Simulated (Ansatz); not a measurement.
Other settings, tried on (FSi)4CH26 adamantane (C6H12F4Si4).

```yaml
crystal:
  periodic: [false, false, false]
  atoms:
    - {symbol: Si, position_ang: [-1.031098, -1.557602, 0.195423]}
    - {symbol: F, position_ang: [-1.927354, -2.911486, 0.365271]}
    - {symbol: C, position_ang: [0.198411, -1.431398, 1.599649]}
    - {symbol: Si, position_ang: [1.230823, 0.117492, 1.413785]}
    - {symbol: F, position_ang: [2.300701, 0.219569, 2.642632]}
    - {symbol: C, position_ang: [2.144027, 0.054204, -0.217638]}
    - {symbol: Si, position_ang: [0.926138, -0.063016, -1.632723]}
    - {symbol: F, position_ang: [1.731090, -0.117755, -3.051941]}
    - {symbol: C, position_ang: [-0.104171, -1.611007, -1.428594]}
    - {symbol: C, position_ang: [-0.198584, 1.431440, -1.599580]}
    - {symbol: Si, position_ang: [-1.125852, 1.503135, 0.023529]}
    - {symbol: F, position_ang: [-2.104420, 2.809696, 0.044078]}
    - {symbol: C, position_ang: [-2.144040, -0.054153, 0.217478]}
    - {symbol: C, position_ang: [0.104355, 1.610912, 1.428692]}
    - {symbol: H, position_ang: [0.853706, -2.319766, 1.604386]}
    - {symbol: H, position_ang: [-0.336736, -1.410817, 2.564965]}
    - {symbol: H, position_ang: [2.766478, 0.958520, -0.333425]}
    - {symbol: H, position_ang: [2.821581, -0.817172, -0.233799]}
    - {symbol: H, position_ang: [-0.819275, -1.697751, -2.265095]}
    - {symbol: H, position_ang: [0.547977, -2.501216, -1.458184]}
    - {symbol: H, position_ang: [0.397313, 2.351336, -1.731236]}
    - {symbol: H, position_ang: [-0.914945, 1.379400, -2.437886]}
    - {symbol: H, position_ang: [-2.705898, -0.018255, 1.167035]}
    - {symbol: H, position_ang: [-2.882219, -0.122918, -0.600449]}
    - {symbol: H, position_ang: [0.703712, 2.532845, 1.331500]}
    - {symbol: H, position_ang: [-0.431762, 1.665772, 2.392126]}
basis:
  gaussian: {orbitals: aug-cc-pVDZ}
hamiltonian: {xc: {name: PBE0}, dispersion: d4}
```

```sh
$ ansatz run in.yaml --threads 4 --pin off --events-out ev --progress --plain --max-ram 6963MiB
```

Shortened log:

```
Functional definition: PBE0
4252 factors; their error is unknown
mean field evaluation 1: about -48747.9123 eV, gradient 1.2e2 eV
mean field evaluation 2: about -48739.9227 eV, gradient 1.2e2 eV
mean field evaluation 4: about -48777.3135 eV, gradient 5.3e0 eV
mean field evaluation 8: about -48777.3553 eV, gradient 2.9e-1 eV
mean field evaluation 16: about -48777.6066 eV, gradient 1.7e-4 eV
mean field -48777.60658167 eV, -1792.5439792272 hartree, gradient 2.5e-5 eV, S^2 0.000000; 0 other end points of the search recorded, 0 dependent functions left out
reference -48777.60668140 eV, -1792.5439828922 hartree; 70, 70 occupied and 376, 376 virtual orbitals, 4252 factors
Total energy: -48778.61690099 eV, -1792.5811077772 hartree
```

Hardware: 4 threads of Arm Neoverse V2 on a shared host. Wall time 43 s, peak host memory 2.6 GiB.
